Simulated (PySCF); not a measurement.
# Computed data sheet: `CC(=O)C1(F)C=C1`

Compound: C5H5FO.
Cartesian coordinates in Å at the GFN2-xTB level; atoms count from 1:
```xyz
12
C5H5FO angstrom
C      1.673   -0.228   -0.877
C      0.637   -0.474    0.181
O      0.776   -1.239    1.107
C     -0.626    0.301    0.037
F     -0.647    1.141   -1.070
C     -1.946   -0.231    0.502
C     -1.440    0.726    1.220
H      2.554   -0.833   -0.684
H      1.258   -0.470   -1.853
H      1.936    0.827   -0.888
H     -2.706   -0.934    0.271
H     -1.468    1.413    2.028
```

Some functional groups and rings: ketone, C=C double bond, C–F bond and cyclopropene ring.

**GFN2-xTB geometry**

| Quantity | Value |
| --- | --- |
| Point group of the GFN2-xTB geometry | Cs |
| Rotational constants A, B, C of the GFN2-xTB geometry | 4.170, 2.664, 1.822 GHz |

**PBE0/def2-SVPD ground state and vertical TDDFT (core frozen in the response) (PySCF)**

| Quantity | Value |
| --- | --- |
| Dipole moment | 1.49 D |
| HOMO energy | -7.54 eV |
| LUMO energy | -0.93 eV |
| HOMO–LUMO gap | 6.61 eV |
| Lowest singlet excitation | 4.42 eV (281 nm, f = 0.001) |
| Strongest line among the 6 lowest singlet transitions | S5 at 6.77 eV (183 nm, f = 0.146) |
| Lowest triplet excitation (Tamm–Dancoff) | 3.85 eV |
| Static isotropic polarisability | 58.6 au |
| Electronic spatial extent ⟨r²⟩ about the centre of nuclear charge | 672 bohr² |

PBE0/pcSseg-1 ground state and GIAO shieldings, non-relativistic (PySCF):

| Item | Value |
| --- | --- |
| Lowest Hirshfeld atomic charge | -0.25 e on O3 |
| Highest Hirshfeld atomic charge | +0.15 e on C2 |
| 13C chemical shifts (computed TMS as zero) by class | 213.4 (C2), 121.8 (C6/C7), 79.8 (C4), 31.8 (C1) ppm |
| 1H chemical shifts (computed TMS as zero) by class | 7.12 (H11/H12), 2.61 (H8/H9/H10) ppm |
| Isotropic shieldings of nuclei other than C and H, by class | -325 (O3), 339 (F5) ppm |
| Mayer bond orders between heavy atoms | C1–C2 1.02, C2–O3 2.04, C2–C4 0.86, C4–F5 0.90, C4–C6 0.94, C6–C7 1.65, C7–C4 0.94 |

Monoisotopic mass from the formula: 100.0324 u.

The polarisability is 8.69 Å³ as a volume (1 au = 0.148185 Å³), or 1.13 au for each of the 52 electrons. In wavenumbers S1 is 35600 cm⁻¹ (1 eV = 8065.54 cm⁻¹). With B = h/(8π²I), that is 505.379 GHz u Å² over I, the principal moments of inertia are 121.2, 189.7 and 277.3 u Å² (most abundant isotopes). The vertical singlet–triplet gap S1 − T1 is 0.57 eV (TDDFT singlet less Tamm–Dancoff triplet; S1: HOMO→LUMO, weight 0.87; T1: HOMO→LUMO, weight 0.83). No computed singlet falls in the visible range (750 to 380 nm, 1.65 to 3.26 eV); S1 lies 1.16 eV above its blue end. The largest Löwdin shares of the LUMO are 0.26 on C2, 0.25 on O3, 0.13 on C6 and 0.13 on C7. The dipole matches unit charges of opposite sign 0.31 Å apart (1 e·Å = 4.8032 D). The principal polarisabilities are 51.3, 55.4 and 69.1 au; their mean is the isotropic value.

Geometry: GFN2-xTB, one conformer, isolated molecule. NMR classes are plain means over equivalent atoms (diastereotopic ones count apart unless rotation or inversion swaps them), as if these changed places fast; in this geometry the members of some classes differ.
